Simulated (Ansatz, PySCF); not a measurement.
Species: GaO3, net charge 0, doublet state. It need not be the lowest isomer of its formula. 
Structure (B3LYP-D3(BJ)/def2-TZVP (Ansatz, a quantum-chemistry and plane-wave program) minimum search):
SMILES: [O][Ga]1[O][O]1
```xyz
4

Ga    -0.0008    -0.2875     0.0009
O     -0.0055    -1.9491     0.0061
O      0.6881     1.5296    -0.0363
O     -0.6795     1.5336     0.0268
```
Charge 0, spin multiplicity 2.

Dipole moments at this geometry, in debye (magnitudes). The program attaches cautions to the SVWN5/def2-TZVPD run: asymmetric forces.

```json
[
 {"level": "HF/def2-TZVPD", "program": "PySCF", "dipole (D)": "3.81"},
 {"level": "SVWN5/def2-TZVPD", "program": "Ansatz", "dipole (D)": "2.63"},
 {"level": "BLYP/def2-TZVPD", "program": "Ansatz", "dipole (D)": "2.78"},
 {"level": "revPBE/def2-TZVPD", "program": "Ansatz", "dipole (D)": "2.88"},
 {"level": "B97M-V/def2-TZVPD", "program": "Ansatz", "dipole (D)": "2.93"},
 {"level": "B3LYP/def2-TZVPD", "program": "Ansatz", "dipole (D)": "2.98"},
 {"level": "BHLYP/def2-TZVPD", "program": "Ansatz", "dipole (D)": "3.27"},
 {"level": "r2SCAN0/def2-TZVPD", "program": "Ansatz", "dipole (D)": "3.18"},
 {"level": "M06-2X/def2-TZVPD", "program": "PySCF", "dipole (D)": "3.35"},
 {"level": "CAM-B3LYP/def2-TZVPD", "program": "Ansatz", "dipole (D)": "3.14"},
 {"level": "LC-wPBE/def2-TZVPD", "program": "Ansatz", "dipole (D)": "3.39"},
 {"level": "wB97X-V/def2-TZVPD", "program": "Ansatz", "dipole (D)": "3.29"},
 {"level": "CCSD(T)/aug-cc-pVDZ", "program": "Ansatz", "dipole (D)": "3.11"}
]
```
